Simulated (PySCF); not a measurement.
Correlation energy of Mg⁺ (magnesium, charge +1)

[Ne] 3p1, 2P determinant (an excited configuration). All numbers are calculated (PySCF 2.14, the spin-free X2C one-electron Hamiltonian (Gaussian nucleus), in aug-cc-pCVTZ-DK). Frozen: 1s2; 9 electrons correlated.

```csv
level,correlation energy (mhartree)
CCSD,-263.85
(T),-2.00
CCSD(T),-265.85
```

Diagnostics: T1 = 0.0038, D1 = 0.0131, largest double amplitude 0.017.

Cost of the coupled-cluster step: roughly 11 core-seconds, for 9 correlated electrons.

Iterations:

```
CC2 = 0
CCSD nocc = (np.int64(5), np.int64(4)), nmo = (74, 74)
frozen orbitals [[0], [0]]
max_cycle = 100
direct = 0
conv_tol = 1e-08
conv_tol_normt = 1e-06
diis_space = 8
diis_start_cycle = 0
Init t2, MP2 energy = -0.25862899040995
Init E_corr(UCCSD) = -0.258628990422774
cycle = 1  E_corr(UCCSD) = -0.262534715239382  dE = -0.00390572482  norm(t1,t2) = 0.0133193
cycle = 2  E_corr(UCCSD) = -0.263698292172447  dE = -0.00116357693  norm(t1,t2) = 0.0038956
cycle = 3  E_corr(UCCSD) = -0.263862094848997  dE = -0.000163802677  norm(t1,t2) = 0.00170707
cycle = 4  E_corr(UCCSD) = -0.263865234362948  dE = -3.13951395e-06  norm(t1,t2) = 0.000333949
cycle = 5  E_corr(UCCSD) = -0.263847909213539  dE = 1.73251494e-05  norm(t1,t2) = 6.86227e-05
cycle = 6  E_corr(UCCSD) = -0.2638486202116  dE = -7.10998062e-07  norm(t1,t2) = 6.88627e-06
cycle = 7  E_corr(UCCSD) = -0.263848776365971  dE = -1.56154371e-07  norm(t1,t2) = 4.49595e-06
cycle = 8  E_corr(UCCSD) = -0.263848907424905  dE = -1.31058933e-07  norm(t1,t2) = 1.1214e-05
cycle = 9  E_corr(UCCSD) = -0.263848887911267  dE = 1.95136375e-08  norm(t1,t2) = 3.11711e-07
cycle = 10  E_corr(UCCSD) = -0.263848878525155  dE = 9.38611161e-09  norm(t1,t2) = 3.56792e-08
UCCSD converged
E(UCCSD) = -199.7823951986848  E_corr = -0.2638488785251555
UCCSD(T) correction = -0.00200239267991421
```
